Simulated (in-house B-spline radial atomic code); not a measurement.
A fraction x of an electron is moved 5s → 5d in Te3+, starting from [Kr] 4d10 5s2 5p1 and keeping the highest spin. Level of theory: scalar-relativistic (X2C) LDA exchange-only, spin-polarised, spherical fractional occupations, Fermi nucleus of rms radius 4.7423 fm; calculated with a radial B-spline atomic code at the basis-set limit.

```tsv
x	E(x) - E(0) (eV)	5s down level (eV)	5d up level (eV)
0	0.0000	-41.021	-
0.125	2.9281	-41.199	-17.853
0.25	?	?	?
0.375	?	?	?
0.5	11.5994	-41.622	-18.728
0.625	14.4506	-41.715	-18.992
0.75	17.2790	-41.774	-19.247
0.875	20.0809	-41.788	-19.493
1	22.8498	-	-19.733
```

Question: What belongs in the row x = 0.25?

Answer: An energy change of 5.8371 eV; 5s down at -41.361 eV, 5d up at -18.163 eV.

Question: What belongs in the row x = 0.375?

Answer: An energy change of 8.7277 eV; 5s down at -41.503 eV, 5d up at -18.453 eV.

Question: Check Janak's theorem between x = 0.5 and 0.625.

Answer: The slope of the energy is 22.81 eV; the orbital levels give 22.81 eV (ε of the receiving orbital less ε of the emptying one, averaged over the two points).
